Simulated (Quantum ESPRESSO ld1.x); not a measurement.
Values are calculated unless marked as measured or tabulated.
Task: Tc I, configuration [Kr] 4d5 5s1 6f1 (not the ground configuration). Level of theory: scalar-relativistic Kohn-Sham, PW91, spin-unpolarised, spherical densities, point nucleus (ld1.x of Quantum ESPRESSO 7.5). Some entries of the table are withheld. Estimate them.

| orbital | occ. | eigenvalue (eV) | <1/r> (bohr^-1) |
|---|---|---|---|
| 1s | 2 | -20878.454 | 44.71 |
| 2s | 2 | -2984.558 | 10.09 |
| 2p | 6 | -2672.120 | 9.795 |
| 3s | 2 | -525.344 | (1) |
| 3p | 6 | -422.774 | 3.312 |
| 3d | 10 | -256.702 | 3.082 |
| 4s | 2 | -80.136 | (2) |
| 4p | 6 | -52.106 | 1.150 |
| 4d | 5 | -13.275 | 0.8044 |
| 5s | 1 | -10.585 | 0.4223 |
| 6f | 1 | (3) | 0.03309 |

Result: 
(1) 3s <1/r> (bohr^-1): 3.480
(2) 4s <1/r> (bohr^-1): 1.292
(3) 6f eigenvalue (eV): -0.286
